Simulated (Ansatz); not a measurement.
C2H5FO2Si (`C=C(F)[SiH](O)O`), relaxed with RKS PBE0-D4/def2-TZVP in Ansatz from a PBE-D4/def2-SVP geometry. The force threshold is 0.005 eV/Å; the program also tests the step.

Charge 0, multiplicity 1.

Start:

```xyz
11

C     1.684    0.794   -0.218
C     0.431    0.770    0.264
F     0.097    1.559    1.336
Si   -1.006   -0.312   -0.341
O    -0.411   -1.673   -1.107
O    -1.889   -0.665    1.039
H     2.464    1.441    0.216
H     1.939    0.149   -1.072
H    -1.852    0.343   -1.382
H     0.131   -2.255   -0.546
H    -1.589   -0.149    1.810
```

```json
{"step": "1", "energy (eV)": "-16837.3920", "largest force (eV/Å)": "0.961", "largest move (Å)": "0.000"}
{"step": "2", "energy (eV)": "-16837.4617", "largest force (eV/Å)": "0.628", "largest move (Å)": "0.030"}
{"step": "3", "energy (eV)": "-16837.4771", "largest force (eV/Å)": "0.128", "largest move (Å)": "0.045"}
{"step": "4", "energy (eV)": "-16837.4824", "largest force (eV/Å)": "0.404", "largest move (Å)": "0.067"}
{"step": "5", "energy (eV)": "-16837.4850", "largest force (eV/Å)": "0.103", "largest move (Å)": "0.039"}
{"step": "6", "energy (eV)": "-16837.4863", "largest force (eV/Å)": "0.038", "largest move (Å)": "0.022"}
{"step": "7", "energy (eV)": "-16837.4866", "largest force (eV/Å)": "0.032", "largest move (Å)": "0.017"}
{"step": "8", "energy (eV)": "-16837.4867", "largest force (eV/Å)": "0.027", "largest move (Å)": "0.010"}
{"step": "9", "energy (eV)": "-16837.4869", "largest force (eV/Å)": "0.016", "largest move (Å)": "0.021"}
{"step": "10", "energy (eV)": "-16837.4870", "largest force (eV/Å)": "0.019", "largest move (Å)": "0.017"}
{"step": "11", "energy (eV)": "-16837.4871", "largest force (eV/Å)": "0.027", "largest move (Å)": "0.027"}
{"step": "12", "energy (eV)": "-16837.4872", "largest force (eV/Å)": "0.018", "largest move (Å)": "0.004"}
{"step": "13", "energy (eV)": "-16837.4872", "largest force (eV/Å)": "0.013", "largest move (Å)": "0.004"}
{"step": "14", "energy (eV)": "-16837.4872", "largest force (eV/Å)": "0.005", "largest move (Å)": "0.002"}
```

End:

```xyz
11

C     1.687    0.786   -0.210
C     0.446    0.781    0.246
F     0.109    1.638    1.250
Si   -0.976   -0.313   -0.317
O    -0.406   -1.627   -1.099
O    -1.809   -0.738    1.028
H     2.444    1.455    0.186
H     1.957    0.108   -1.009
H    -1.837    0.376   -1.299
H     0.075   -2.276   -0.583
H    -1.690   -0.190    1.806
```

Hardware: 4 threads of a server CPU on a shared host. Wall time 47 s, peak host memory 0.61 GiB.
